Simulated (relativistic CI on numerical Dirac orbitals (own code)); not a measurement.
## What each ingredient does to the levels of Bi LXXVII

Base calculation: Dirac-Coulomb-Breit CI, orbitals from a KLI potential per configuration, a model potential for QED, unscaled Slater integrals.

Configuration list (outside the closed core 1s2): 2s2 2p3, 2s 2p4, 2p5, 2s2 2p2 3s, 2p4 3s, 2p4 3p, 2s2 2p2 3p, 2p4 3d, 2s2 2p2 3d, 2s 2p3 3s, 2s 2p3 3p, 2s 2p3 3d, 2s2 2p2 4s, 2s2 2p2 4p, 2s2 2p2 4d, 2s2 2p2 4f. Levels of other configurations are missing.

The lowest level and the first level of each name with at least 55 % of one term (blank where a level has no safe partner in the second run):

| Level | Base (eV) | Shift (eV) |
| --- | --- | --- |
| 2s2 2p3 2P°_3/2 | 0.0 | 0.0 |
| 2s2 2p3 4S°_3/2 | 2389.4 | -1.4 |
| 2s2 2p3 2D°_5/2 | 2412.4 | -1.4 |
| 2s2 2p3 2P°_1/2 | 2477.0 | +0.5 |
| 2s 2p4 4P_5/2 | 2809.2 | -1.4 |
| 2s 2p4 2S_1/2 | 2935.5 | -1.3 |
| 2s 2p4 4P_3/2 | 5232.8 | -1.8 |
| 2s 2p4 2D_5/2 | 5276.3 | -1.5 |
| 2s 2p4 2P_1/2 | 5358.2 | -1.2 |
| 2s 2p4 2D_3/2 | 5364.5 | -1.2 |
| 2p5 2P°_3/2 | 5828.6 | -7.7 |
| 2p5 2P°_1/2 | 8254.3 | -3.1 |
| 2s2 2p2 3s 4P_3/2 | 13478.3 | +0.4 |
| 2s2 2p2 3s 2P_1/2 | 13490.4 | -0.1 |
| 2s2 2p2 3s 2D_5/2 | 13497.9 | -0.1 |
| 2s2 2p2 3s 2D_3/2 | 13506.3 | +0.3 |
| 2s2 2p2 3p 2F°_7/2 | 14330.5 | -0.7 |
| 2s2 2p2 3p 2D°_5/2 | 14365.2 | -0.7 |
| 2s2 2p2 3d 4D_1/2 | 14441.2 | -1.2 |
| 2s2 2p2 3d 2G_7/2 | 14450.7 | -1.3 |
| 2s2 2p2 3d 2G_9/2 | 14620.9 | -1.4 |
| 2s2 2p2 3d 2F_7/2 | 14650.4 | -0.6 |

At this charge energies of transitions that change n are usually good to better than 1 %, and those within a shell (Δn = 0) to a few per cent.

Question: One thing was changed in a second run, which moved the levels as shown. Which?
A. valence Slater integrals scaled by 0.9
B. Breit term removed
C. QED terms removed
D. configuration mixing switched off

Answer: D. Configuration mixing switched off. Without mixing, levels that were pushed by configurations of the same parity and J return to their single-configuration places.

LS names give the leading component of a level, which can be under half, so a name can repeat, a term be missing and a line seem to break the LS rules.
